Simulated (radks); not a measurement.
Values are calculated unless marked as measured or tabulated.
Excited configurations of S II: one electron is placed in a higher orbital outside [Ne] 3s2 3p2. The ground configuration is [Ne] 3s2 3p3. Level of theory: non-relativistic Kohn-Sham, PBE, spin-unpolarised, spherical densities, point nucleus (a radial shooting solver on a logarithmic mesh with Libxc functionals). Excitation = E - E(ground); binding = E(ion) - E, where the ion is the core of charge +2; n* = 2/sqrt(2 binding) in atomic units, and the quantum defect is n - n*.

| outer orbital | excitation (eV) | binding (eV) | n* | quantum defect |
|---|---|---|---|---|
| 4d | 17.567 | 4.729 | 3.392 | 0.608 |
| 4f | 18.788 | 3.507 | 3.939 | 0.061 |
| 5s | 17.368 | 4.928 | 3.323 | 1.677 |
| 5p | 18.187 | 4.109 | 3.639 | 1.361 |
| 5d | 19.364 | 2.932 | 4.309 | 0.691 |
| 6s | 19.300 | 2.996 | 4.262 | 1.738 |
| 6p | 19.692 | 2.604 | 4.572 | 1.428 |
| 6d | 20.297 | 1.998 | 5.219 | 0.781 |
| 7s | 20.279 | 2.016 | 5.195 | 1.805 |
| 7p | 20.497 | 1.799 | 5.501 | 1.499 |
| 7d | 20.850 | 1.446 | 6.135 | 0.865 |
| 7f | 21.035 | 1.261 | 6.569 | 0.431 |

The Delta-SCF ionisation energy is 22.296 eV (NIST Atomic Spectra Database: 23.338 eV, measured). Self-interaction in the functional shifts the binding energies and quantum defects, so they are the method's values and not measured ones. Spin polarisation and multiplet splitting are left out, so open shells lie too high by an amount that depends on their filling.

Beside tabulated values, note that spin-unpolarised runs miss the spin-polarisation part of the exchange energy of open shells.
